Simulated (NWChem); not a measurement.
System: PbSiH$_{3}$I, singlet; SMILES [SiH3][Pb][I]

Input file for NWChem:

```
start job
memory heap 200 mb stack 900 mb global 1100 mb
geometry units angstroms noautoz
  Pb    -0.551267     0.813138    -0.496534
  I      0.229360    -1.692672     0.630257
  Si     2.015691     1.786718    -0.094954
  H      2.214463     3.215711    -0.549388
  H      3.014980     0.934055    -0.839209
  H      2.367364     1.727735     1.372290
end
basis spherical
  Pb library def2-svp
  I library def2-svp
  Si library def2-svp
  H library def2-svp
end
ecp
  I library def2-ecp
  Pb library def2-ecp
end
dft
  xc m06-2x
  grid fine
  iterations 150
  mulliken
end
task dft gradient
```

Parts of the log:

```
             Northwest Computational Chemistry Package (NWChem) 7.3.0
             --------------------------------------------------------

 CS  symmetry detected

                             Geometry "geometry" -> ""
                             -------------------------

 Output coordinates in angstroms (scale by  1.889725989 to convert to a.u.)

  No.       Tag          Charge          X              Y              Z
 ---- ---------------- ---------- -------------- -------------- --------------
    1 Pb                  82.0000    -0.49711923     0.92206684     0.00000000
    2 I                   53.0000     0.02216078    -1.88657491     0.00000000
    3 Si                  14.0000     2.23229814     1.42074381     0.00000000
    4 H                    1.0000     2.59373986     2.88955333     0.00000000
    5 H                    1.0000     2.87167070     0.79951118    -1.21861204
    6 H                    1.0000     2.87167070     0.79951118     1.21861204

 Effective nuclear repulsion energy (a.u.)    1193.1085441767

      Symmetry information
      --------------------

 Group name             Cs
 Group number              2
 Group order               2
 No. of unique centers     5

                                 NWChem DFT Module
                                 -----------------

 Summary of "ao basis" -> "ao basis" (spherical)
 ------------------------------------------------------------------------------
       Tag                 Description            Shells   Functions and Types
 ---------------- ------------------------------  ------  ---------------------
 Pb                         def2-svp                10       26   4s4p2d
 I                          def2-svp                10       26   4s4p2d
 Si                         def2-svp                 8       18   4s3p1d
 H                          def2-svp                 3        5   2s1p

      Symmetry analysis of basis
      --------------------------

        a'         58
        a"         27

            General Information
            -------------------
          SCF calculation type: DFT
          Wavefunction type:  closed shell.
          No. of atoms     :     6
          No. of electrons :    64
           Alpha electrons :    32
            Beta electrons :    32
          Charge           :     0
          Spin multiplicity:     1
          Use of symmetry is: on ; symmetry adaption is: on
          Maximum number of iterations: 150
          AO basis - number of functions:    85
                     number of shells:    37
          Convergence on energy requested:  1.00D-06
          Convergence on density requested:  1.00D-05
          Convergence on gradient requested:  5.00D-04

              XC Information
              --------------
                       M06-2X Method XC Functional
                     Hartree-Fock (Exact) Exchange  0.540
                        M06-2X Exchange Functional  1.000
                      M06-2X Correlation Potential  1.000

             Grid Information
             ----------------
          Grid used for XC integration:  fine
          Radial quadrature: Mura-Knowles
          Angular quadrature: Lebedev.
          Tag              B.-S. Rad. Rad. Pts. Rad. Cut. Ang. Pts.
          ---              ---------- --------- --------- ---------
          Pb                  1.80      141          11.0       974
          I                   1.40      141          13.0       974
          Si                  1.10      123          11.0       770
          H                   0.35       60          13.0       590
          Grid pruning is: on
          Number of quadrature shells:   525
          Spatial weights used:  Erf1

      Superposition of Atomic Density Guess
      -------------------------------------

 Sum of atomic energies:        -856.72359451

      Non-variational initial energy
      ------------------------------

 Total energy =    -778.946260
 1-e energy   =   -1736.765625
 2-e energy   =     716.690798
 HOMO         =      -0.204750
 LUMO         =      -0.067957

      Symmetry analysis of molecular orbitals - initial
      -------------------------------------------------

  Numbering of irreducible representations:

     1 a'          2 a"

  Orbital symmetries:

     1 a'          2 a'          3 a'          4 a'          5 a'
     6 a'          7 a"          8 a"          9 a'         10 a'
    11 a'         12 a'         13 a"         14 a'         15 a'
    16 a"         17 a'         18 a"         19 a'         20 a'
    21 a'         22 a"         23 a"         24 a'         25 a'
    26 a'         27 a'         28 a"         29 a'         30 a"
    31 a'         32 a'         33 a"         34 a'         35 a'
    36 a'         37 a"         38 a'         39 a'         40 a'
    41 a'         42 a"

     ---------------------------------------------
      Total Density - Mulliken Population Analysis
     ---------------------------------------------

    Atom       Charge   Shell Charges
 -----------   ------   -------------------------------------------------------
    1 Pb  22    21.08   2.99 -0.95  1.19  0.71  3.37  2.62  0.63  0.47  9.73  0.31
    2 I   25    25.61   1.83  0.22  1.24  0.68  2.92  3.14  2.72  2.86  9.83  0.19
    3 Si  14    14.09   2.00  1.99  1.06  0.36  5.94  1.16  1.50  0.08
    4 H    1     1.08   0.69  0.38  0.01
    5 H    1     1.07   0.69  0.37  0.01
    6 H    1     1.07   0.69  0.37  0.01

   convergence    iter        energy       DeltaE   RMS-Dens  Diis-err
 ---------------- ----- ----------------- --------- --------- ---------
 d= 0,ls=0.0,diis     1   -781.5487410821 -1.02D+03  1.58D-02  1.87D-01
 d= 0,ls=0.0,diis     2   -781.5591163701 -1.04D-02  6.22D-03  1.57D-01
 d= 0,ls=0.0,diis     3   -781.5892347025 -3.01D-02  1.15D-03  3.35D-03
 d= 0,ls=0.0,diis     4   -781.5899062717 -6.72D-04  2.97D-04  1.38D-04
 d= 0,ls=0.0,diis     5   -781.5899353310 -2.91D-05  9.48D-05  1.85D-05
  Resetting Diis
 d= 0,ls=0.0,diis     6   -781.5899395063 -4.18D-06  1.68D-05  5.08D-07
 d= 0,ls=0.0,diis     7   -781.5899397106 -2.04D-07  7.79D-06  6.47D-08

         Total DFT energy =     -781.589939710646
      One electron energy =    -1738.675728636430
           Coulomb energy =      776.034676329808
    Exchange-Corr. energy =      -60.077454265191
 Nuclear repulsion energy =      241.128566861167

 Numeric. integr. density =       64.000001069492

                  Occupations of the irreducible representations
                  ----------------------------------------------

                     irrep           alpha         beta
                     --------     --------     --------
                     a'               23.0         23.0
                     a"                9.0          9.0

                       DFT Final Molecular Orbital Analysis
                       ------------------------------------

 Vector   30  Occ=2.000000D+00  E=-3.147711D-01  Symmetry=a'
              MO Center=  1.0D-01, -1.0D+00, -3.4D-13, r^2= 4.4D+00
   Bfn.  Coefficient  Atom+Function         Bfn.  Coefficient  Atom+Function
  ----- ------------  ---------------      ----- ------------  ---------------
    37      0.435968  2 I  px                40      0.397268  2 I  px
    38      0.240035  2 I  py                11      0.222659  1 Pb px
    41      0.212996  2 I  py                34     -0.179493  2 I  px
     3     -0.174882  1 Pb s                 31     -0.146030  2 I  px
    14      0.144900  1 Pb px                60     -0.120151  3 Si px

 Vector   31  Occ=2.000000D+00  E=-3.083274D-01  Symmetry=a"
              MO Center=  4.4D-03, -1.7D+00,  8.4D-16, r^2= 2.5D+00
   Bfn.  Coefficient  Atom+Function         Bfn.  Coefficient  Atom+Function
  ----- ------------  ---------------      ----- ------------  ---------------
    39      0.569795  2 I  pz                42      0.538073  2 I  pz
    36     -0.235635  2 I  pz                33     -0.191840  2 I  pz
    13      0.100220  1 Pb pz                16      0.099613  1 Pb pz
    18      0.049429  1 Pb d -1              10     -0.039005  1 Pb pz
     7     -0.038445  1 Pb pz                23     -0.035762  1 Pb d -1

 Vector   32  Occ=2.000000D+00  E=-2.676122D-01  Symmetry=a'
              MO Center=  5.0D-01,  2.9D-01, -1.5D-14, r^2= 5.9D+00
   Bfn.  Coefficient  Atom+Function         Bfn.  Coefficient  Atom+Function
  ----- ------------  ---------------      ----- ------------  ---------------
    40     -0.356504  2 I  px                11      0.344462  1 Pb px
    37     -0.338239  2 I  px                63     -0.281826  3 Si px
    60     -0.244828  3 Si px                 3     -0.229887  1 Pb s
    14      0.192800  1 Pb px                56      0.154489  3 Si s
    55      0.149137  3 Si s                 34      0.140492  2 I  px

 Vector   33  Occ=0.000000D+00  E=-9.269155D-02  Symmetry=a"
              MO Center= -3.4D-01,  8.1D-01,  1.3D-15, r^2= 4.5D+00
   Bfn.  Coefficient  Atom+Function         Bfn.  Coefficient  Atom+Function
  ----- ------------  ---------------      ----- ------------  ---------------
    16      0.642322  1 Pb pz                13      0.473471  1 Pb pz
    42     -0.233792  2 I  pz                10     -0.177318  1 Pb pz
     7     -0.172983  1 Pb pz                39     -0.156699  2 I  pz
    77      0.121912  5 H  s                 82     -0.121912  6 H  s
    65      0.074893  3 Si pz                36      0.067008  2 I  pz

 Vector   34  Occ=0.000000D+00  E=-2.540250D-02  Symmetry=a'
              MO Center= -3.2D-01,  7.1D-01, -1.8D-14, r^2= 6.3D+00
   Bfn.  Coefficient  Atom+Function         Bfn.  Coefficient  Atom+Function
  ----- ------------  ---------------      ----- ------------  ---------------
    15      0.887038  1 Pb py                41      0.596392  2 I  py
    30      0.450215  2 I  s                 12      0.392954  1 Pb py
     3     -0.259509  1 Pb s                 38      0.253531  2 I  py
     4     -0.206160  1 Pb s                 14     -0.166269  1 Pb px
     9     -0.148703  1 Pb py                 1      0.147819  1 Pb s

 Vector   35  Occ=0.000000D+00  E= 1.424004D-02  Symmetry=a'
              MO Center= -4.3D-02,  1.0D+00, -3.9D-14, r^2= 7.0D+00
   Bfn.  Coefficient  Atom+Function         Bfn.  Coefficient  Atom+Function
  ----- ------------  ---------------      ----- ------------  ---------------
    14      1.120521  1 Pb px                56     -1.004253  3 Si s
    63      0.798985  3 Si px                 4      0.488211  1 Pb s
    11      0.325006  1 Pb px                 3      0.274920  1 Pb s
    55     -0.273628  3 Si s                 54     -0.183347  3 Si s
     1     -0.180159  1 Pb s                 60      0.179484  3 Si px

     ---------------------------------------------
      Total Density - Mulliken Population Analysis
     ---------------------------------------------

    Atom       Charge   Shell Charges
 -----------   ------   -------------------------------------------------------
    1 Pb  22    21.51   3.00 -0.94  1.38  0.48  3.36  2.63  0.94  0.57  9.70  0.38
    2 I   25    25.36   1.83  0.22  1.29  0.64  2.93  3.11  2.59  2.74  9.81  0.21
    3 Si  14    13.95   2.00  1.98  1.03  0.32  5.93  1.28  1.29  0.11
    4 H    1     1.07   0.72  0.35  0.01
    5 H    1     1.05   0.71  0.33  0.01
    6 H    1     1.05   0.71  0.33  0.01

     -------------------------------------------
      Total Density - Lowdin Population Analysis
     -------------------------------------------

    Atom       Charge   Shell Charges
 -----------   ------   -------------------------------------------------------
    1 Pb  22    21.72   1.49  0.48  1.12  0.76  3.09  2.70  1.06  0.87  9.33  0.84
    2 I   25    25.20   1.25  0.73  1.05  0.85  2.77  3.18  2.52  2.83  9.49  0.53
    3 Si  14    13.84   2.00  1.94  0.70  0.40  5.82  1.30  1.50  0.17
    4 H    1     1.09   0.63  0.44  0.02
    5 H    1     1.08   0.63  0.43  0.02
    6 H    1     1.08   0.63  0.43  0.02

     Multipole analysis of the density
     ---------------------------------

     L   x y z        total         alpha         beta         nuclear
     -   - - -        -----         -----         ----         -------
     0   0 0 0     -0.000000    -32.000000    -32.000000     64.000000

     1   1 0 0     -0.811212    -28.001890    -28.001890     55.192569
     1   0 1 0      1.446544      3.085348      3.085348     -4.724151
     1   0 0 1     -0.000000     -0.000000     -0.000000      0.000000

     2   2 0 0    -56.261148   -203.887154   -203.887154    351.513161
     2   1 1 0     -2.673180    -82.325563    -82.325563    161.977945
     2   1 0 1     -0.000000     -0.000000     -0.000000      0.000000
     2   0 2 0    -54.676193   -287.259473   -287.259473    519.842753
     2   0 1 1     -0.000000     -0.000000     -0.000000      0.000000
     2   0 0 2    -50.482179    -30.544175    -30.544175     10.606170

            General Information
            -------------------
          SCF calculation type: DFT
          Wavefunction type:  closed shell.
          No. of atoms     :     6
          No. of electrons :    64
           Alpha electrons :    32
            Beta electrons :    32
          Charge           :     0
          Spin multiplicity:     1
          Use of symmetry is: on ; symmetry adaption is: on
          Maximum number of iterations: 150
          AO basis - number of functions:    85
                     number of shells:    37
          Convergence on energy requested:  1.00D-06
          Convergence on density requested:  1.00D-05
          Convergence on gradient requested:  5.00D-04

              XC Information
              --------------
                       M06-2X Method XC Functional
                     Hartree-Fock (Exact) Exchange  0.540
                        M06-2X Exchange Functional  1.000
                      M06-2X Correlation Potential  1.000

             Grid Information
             ----------------
          Grid used for XC integration:  fine
          Radial quadrature: Mura-Knowles
          Angular quadrature: Lebedev.
          Tag              B.-S. Rad. Rad. Pts. Rad. Cut. Ang. Pts.
          ---              ---------- --------- --------- ---------
          Pb                  1.80      141          11.0       974
          I                   1.40      141          13.0       974
          Si                  1.10      123          11.0       770
          H                   0.35       60          13.0       590
          Grid pruning is: on
          Number of quadrature shells:   525
          Spatial weights used:  Erf1

          Convergence Information
          -----------------------
          Convergence aids based upon iterative change in
          total energy or number of iterations.
          Levelshifting, if invoked, occurs when the
          HOMO/LUMO gap drops below (HL_TOL):  1.00D-02
          DIIS, if invoked, will attempt to extrapolate
          using up to (NFOCK): 10 stored Fock matrices.

                    Damping( 0%)  Levelshifting(0.5)       DIIS
                  --------------- ------------------- ---------------
          dE  on:    start            ASAP                start
          dE off:    2 iters        150 iters           150 iters

[...]

                         DFT ENERGY GRADIENTS

    atom               coordinates                        gradient
                 x          y          z           x          y          z
   1 Pb     -0.939419   1.742454   0.000000   -0.002701  -0.000588   0.000000
   2 I       0.041878  -3.565110   0.000000   -0.000278  -0.000319   0.000000
   3 Si      4.218432   2.684816   0.000000   -0.005855  -0.000010   0.000000
   4 H       4.901458   5.460464   0.000000    0.002138   0.006042   0.000000
   5 H       5.426671   1.510857  -2.302843    0.003348  -0.002562  -0.004939
   6 H       5.426671   1.510857   2.302843    0.003348  -0.002562   0.004939
```

Level: M06-2X/def2-SVP with def2 effective core potentials on I, Pb. Low-valent species are run as closed-shell singlets; no triplet was tried in these runs. Coordinates come from a PBE-D3(BJ)/def2-SVP optimisation. def2 effective core potentials on I, Pb; no spin-orbit coupling.
